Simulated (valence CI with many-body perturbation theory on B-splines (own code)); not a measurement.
**Level structure of Tb²⁴⁺**

Method: relativistic CI+MBPT: five valence electrons over a frozen Dirac-Fock core [Kr], radial functions for each j: 7 s, 7 p, 8 d, 6 f, 4 g, 1 h, with the one-electron correlation potential Σ1 (screened to all orders), the two-electron term Σ2, the three-electron term Σ3, Breit, model QED; selected single and double excitations, second order for the rest (own B-spline code, finite nucleus).

No measured levels were compared; by estimate terms of the open shell hold to 2 to 4 % of their energy, and close levels can change places. Core correlation moves these levels by up to 10000 cm⁻¹, and in measured spectra 5 to 20 % of such shifts remained as error; rates that hang on mixing are uncertain with them. Only levels of the ground parity were solved; by the run's estimate the other parity begins above the list, which can be wrong where configurations are misplaced.

Levels 1 to 37 of 37, with energies above the lowest level, (4d3/2^4 4d5/2) J=5/2. "Leading %" is the weight of the configuration and term that name the level; weights of strongly mixed levels are sums over their largest components and can fall short. In the jj column 3d3/2^4 stands for four electrons in 3d with j = 3/2. Lifetimes count E1, E2, E3, M1 and M2 decay at the calculated energies, and are blank where another channel may lead or the interval is too uncertain; long ones can be off by a factor of two.

```csv
No.,Configuration,Term,J,E (eV),Leading %,Leading jj,Second component,Lifetime
1,4d5,6S,5/2,0.000,41,4d3/2^4 4d5/2 (67 %),30 % 4d5 4P,
2,4d5,6S,5/2,5.570,31,4d3/2^3 4d5/2^2 (57 %),25 % 4d5 2F,327 μs
3,4d5,4G,7/2,9.057,43,4d3/2^3 4d5/2^2 (96 %),21 % 4d5 4D,559 μs
4,4d5,4D,3/2,9.393,44,4d3/2^3 4d5/2^2 (94 %),34 % 4d5 4P,163 μs
5,4d5,4G,11/2,9.744,49,4d3/2^3 4d5/2^2 (92 %),33 % 4d5 2H,
6,4d5,4G,9/2,10.653,51,4d3/2^3 4d5/2^2 (84 %),19 % 4d5 4F,24.1 ms
7,4d5,4D,5/2,10.973,38,4d3/2^3 4d5/2^2 (70 %),24 % 4d5 4G,501 μs
8,4d5,4P,1/2,11.594,54,4d3/2^3 4d5/2^2 (74 %),26 % 4d5 4D,4.96 ms
9,4d5,2F,7/2,13.042,32,4d3/2^3 4d5/2^2 (85 %),25 % 4d5 4F,2.12 ms
10,4d5,2D,5/2,14.497,36,4d3/2^2 4d5/2^3 (60 %),16 % 4d5 4G,110 μs
11,4d5,4D,7/2,15.966,47,4d3/2^2 4d5/2^3 (89 %),30 % 4d5 4G,244 μs
12,4d5,2D,3/2,16.081,51,4d3/2^3 4d5/2^2 (61 %),25 % 4d5 4F,571 μs
13,4d5,2I,11/2,16.451,57,4d3/2^2 4d5/2^3 (94 %),38 % 4d5 4G,321 μs
14,4d5,2G,9/2,17.106,43,4d3/2^2 4d5/2^3 (84 %),42 % 4d5 4G,338 μs
15,4d5,4D,1/2,17.355,72,4d3/2^2 4d5/2^3 (92 %),18 % 4d5 4P,182 μs
16,4d5,4P,3/2,18.103,52,4d3/2^2 4d5/2^3 (91 %),33 % 4d5 4F,85.1 μs
17,4d5,2I,13/2,18.105,99,4d3/2^2 4d5/2^3 (99 %),,1.49 ms
18,4d5,2F,5/2,18.689,40,4d3/2^2 4d5/2^3 (87 %),22 % 4d5 4D,164 μs
19,4d5,2H,9/2,20.494,52,4d3/2^2 4d5/2^3 (99 %),47 % 4d5 4F,115 μs
20,4d5,2G,7/2,20.978,61,4d3/2^2 4d5/2^3 (97 %),33 % 4d5 2F,480 μs
21,4d5,4F,5/2,21.333,56,4d3/2^2 4d5/2^3 (91 %),21 % 4d5 2D,124 μs
22,4d5,2D,3/2,22.258,84,4d3/2^2 4d5/2^3 (61 %),9 % 4d5 4F,302 μs
23,4d5,2F,7/2,23.262,47,4d3/2^2 4d5/2^3 (83 %),36 % 4d5 2G,181 μs
24,4d5,2S,1/2,23.268,51,4d3/2^2 4d5/2^3 (58 %),25 % 4d5 4P,126 μs
25,4d5,4P,5/2,24.199,35,4d3/2 4d5/2^4 (82 %),28 % 4d5 2F,51.1 μs
26,4d5,2G,9/2,25.330,62,4d3/2^2 4d5/2^3 (78 %),21 % 4d5 2H,277 μs
27,4d5,4F,7/2,26.569,35,4d3/2 4d5/2^4 (95 %),30 % 4d5 2F,75.7 μs
28,4d5,2H,11/2,27.418,62,4d3/2 4d5/2^4 (97 %),26 % 4d5 2I,
29,4d5,2D,3/2,27.846,53,4d3/2 4d5/2^4 (83 %),22 % 4d5 4D,58.7 μs
30,4d5,2D,5/2,29.333,64,4d3/2 4d5/2^4 (61 %),24 % 4d5 2F,85.0 μs
31,4d5,2G,9/2,29.885,76,4d3/2 4d5/2^4 (76 %),10 % 4d5 2H,114 μs
32,4d5,2P,3/2,30.346,78,4d3/2^2 4d5/2^3 (86 %),17 % 4d5 2D,206 μs
33,4d5,2D,5/2,31.020,62,4d3/2^2 4d5/2^3 (43 %),24 % 4d5 2F,102 μs
34,4d5,2G,7/2,31.745,68,4d3/2 4d5/2^4 (87 %),26 % 4d5 2F,104 μs
35,4d5,2P,1/2,34.811,73,4d3/2 4d5/2^4 (73 %),22 % 4d5 2S,
36,4d5,2D,5/2,38.734,67,4d5/2^5 (66 %),13 % 4d5 2F,37.1 μs
37,4d5,2D,3/2,38.906,77,4d3/2 4d5/2^4 (86 %),18 % 4d5 2P,57.2 μs
```

The ionisation energy to 4d4 3P_0 of the next ion comes out as 816.52 eV (NIST: 816 ± 4 eV (theoretical)). All 37 levels together are meant to be complete up to 40.504 eV.
